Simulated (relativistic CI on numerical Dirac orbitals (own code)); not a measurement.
**Energy levels of I³⁶⁺**

Calculated at this level of theory: Dirac-Coulomb-Breit CI, orbitals from a KLI potential per configuration, model QED (radiative potential, 1s self-energy scaled to tabulated hydrogen-like ionisation energies), unscaled Slater integrals (own radial code, finite nucleus).

Configuration list (outside the closed core [Ne]): 3s2 3p5, 3s 3p6, 3s2 3p4 3d, 3s 3p5 3d, 3p6 3d, 3s 3p4 3d2, 3s2 3p3 3d 4p, 3p6 4s, 3s 3p4 3d 4s, 3s2 3p4 4s, 3p6 4p, 3s2 3p4 4p, 3s2 3p4 4d, 3p5 3d 4p, 3s 3p5 4s, 3s2 3p4 4f, 3s 3p5 4p, 3s 3p5 4d, 3s 3p5 4f, 3s2 3p4 5s, 3s2 3p4 5p, 3s2 3p4 5d, 3s2 3p3 4s 4p, 3s2 3p4 5f, 3s2 3p4 5g, 3s 3p4 4s2, 3s 3p5 5s, 3s 3p5 5p, 3s2 3p3 3d2, 3s2 3p2 3d3, 3s 3p3 3d3, 3s2 3p2 3d2 4s, 3s2 3p2 3d2 4p, 3s2 3p2 3d2 4d, 3p5 3d2, 3p4 3d3, 3p4 3d2 4s, 3p4 3d2 4p, 3p4 3d2 4d, 3s2 3p3 3d 4s, 3s 3p3 3d2 4s, 3s2 3p2 3d 4s2, 3s2 3p2 3d 4s 4p, 3s2 3p2 3d 4s 4d, 3p5 3d 4s, 3p4 3d 4s2, 3p4 3d 4s 4p, 3p4 3d 4s 4d, 3s2 3p3 4s2, 3s 3p3 3d 4s2, 3s2 3p2 4s2 4p, 3s2 3p2 4s2 4d, 3s2 3p3 4p2, 3s2 3p2 3d 4p2, 3s 3p3 3d 4p2, 3s2 3p2 4s 4p2, 3s2 3p2 4p3, 3s2 3p2 4p2 4d. Double excitations out of closed p, d and f shells are left out; levels of such configurations are missing from the list, as are those of other unlisted configurations, and high levels can miss mixing partners. These lack a partner that the ground configuration has and come out too high: 3s2 3p4 4f, 3s 3p5 4p, 3s 3p5 4d, 3s 3p5 4f, 3s2 3p4 5s.

The lowest level is 3s2 3p5 2P°_3/2, with 98 % of that term; Hund's rules for 3s2 3p5 give 2P° with J = 3/2, in agreement.

```tsv
No.	Configuration	Term	J	E (cm⁻¹)	%	Next component (%)	Lifetime (s)
1	3s2 3p5	2P°	3/2	0	98	1 3s2 3p3 3d2 2P°	
2	3s2 3p5	2P°	1/2	571524	98	1 3s2 3p3 3d2 2P°	2.99e-07
3	3p4(3P) 3d	4D	3/2	1228473	42	31 2D	1.44e-09
4	3p4(3P) 3d	4D	5/2	1245321	52	17 2D	1.81e-08
5	3p4(3P) 3d	4P	1/2	1245680	41	22 2P	1.05e-09
6	3p4(3P) 3d	4F	7/2	1282968	35	24 2F	1.19e-03
7	3p4(3P) 3d	2P	1/2	1342489	42	24 3s 3p6 2S	1.97e-10
8	3p4(3P) 3d	2F	7/2	1368914	48	39 4D	5.22e-05
9	3p4(1S) 3d	2D	3/2	1372374	55	19 4F	2.42e-09
10	3p4(3P) 3d	4F	9/2	1385103	71	28 2G	7.86e-05
11	3p4(1S) 3d	2D	5/2	1528663	49	24 4P	2.25e-09
12	3p4(1D) 3d	2D	3/2	1553511	37	24 4P	9.75e-12
13	3p4(3P) 3d	2D	5/2	1569078	28	28 2F	7.72e-12
14	3s 3p6	2S	1/2	1587865	42	37 3s2 3p4 3d 4P	6.04e-12
15	3p4(3P) 3d	4D	1/2	1740386	74	19 2P	2.96e-10
16	3p4(3P) 3d	4D	3/2	1795318	35	23 2P	2.06e-08
17	3p4(3P) 3d	4F	5/2	1856485	38	37 2F	4.74e-11
18	3p4(1D) 3d	2G	7/2	1862096	60	23 2F	6.22e-07
19	3p4(3P) 3d	4F	7/2	1910348	39	36 4D	3.38e-07
20	3p4(1D) 3d	2P	3/2	1952510	48	28 4P	1.46e-10
21	3p4(3P) 3d	2F	5/2	1978656	48	23 4P	1.45e-09
22	3p4(1D) 3d	2G	9/2	1981125	71	28 4F	5.64e-07
23	3p4(1D) 3d	2D	5/2	2017847	54	25 4P	3.31e-11
24	3p4(1D) 3d	2P	3/2	2056259	64	14 4F	1.65e-12
25	3p4(3P) 3d	2D	5/2	2065276	66	24 2F	1.42e-12
26	3p4(1D) 3d	2F	7/2	2068835	80	9 4F	4.43e-07
27	3p4(1D) 3d	2S	1/2	2070474	43	21 2P	9.38e-13
28	3p4(1D) 3d	2D	3/2	2189657	72	12 4F	3.71e-12
29	3p4(3P) 3d	2P	1/2	2272855	76	18 2S	1.85e-12
30	3p3(2P°) 3d2(3F)	4F°	3/2	2516482	24	22 6F°	4.37e-10
31	3p3(2P°) 3d2(3F)	4D°	1/2	2526631	38	29 6F°	3.15e-10
32	3p3(2P°) 3d2(3F)	4F°	5/2	2535516	24	22 6F°	5.41e-10
33	3p3(4S°) 3d2(3F)	6F°	7/2	2559941	18	17 4F°	1.42e-09
34	3s 3p5 3d	4P°	1/2	2578059	60	25 3s2 3p3 3d2 4P°	4.34e-11
35	3s 3p5 3d	4P°	3/2	2601131	36	19 3s2 3p3 3d2 4P°	8.74e-11
36	3p4(1S) 3d	2D	5/2	2603058	46	18 2F	7.70e-10
37	3p4(1S) 3d	2D	3/2	2608441	64	15 2P	1.64e-12
38	3p3(2P°) 3d2(3F)	4D°	3/2	2635368	20	14 2D°	2.17e-10
39	3s 3p5 3d	4D°	5/2	2637352	18	13 3s2 3p3 3d2 4D°	1.13e-10
40	3p3(4S°) 3d2(3F)	6F°	9/2	2645913	31	25 4G°	1.08e-09
41	3p3(2P°) 3d2(3F)	2F°	7/2	2650022	28	14 3s 3p5 3d 4F°	1.20e-10
42	3p3(2P°) 3d2(3P)	4D°	7/2	2695097	26	14 6P°	1.06e-10
43	3p3(4S°) 3d2(3P)	6P°	5/2	2712754	29	20 4P°	3.89e-10
44	3p3(2P°) 3d2(3F)	4G°	11/2	2713319	41	33 6F°	2.01e-09
45	3p3(2P°) 3d2(3F)	2F°	5/2	2745149	17	14 4F°	2.69e-11
```

Energies count from the lowest computed level; ° marks odd parity; lifetimes are radiative, by E1, M1, E2, M2, E3 decay to levels of this space only. Percentages are summed over parent terms; the parents shown are those of the largest component, closed shells are left out there.

The mean weight of the leading LS term, summed over parents, in these 45 levels is 47 %, and that of the leading jj configuration (from the same eigenvectors) 80 %, so jj coupling describes them better and the LS labels are nominal.

At this charge energies of transitions that change n are usually good to better than 1 %, and those within a shell (Δn = 0) to a few per cent.

LS names give the leading component of a level, which can be under half, so a name can repeat, a term be missing and a line seem to break the LS rules.
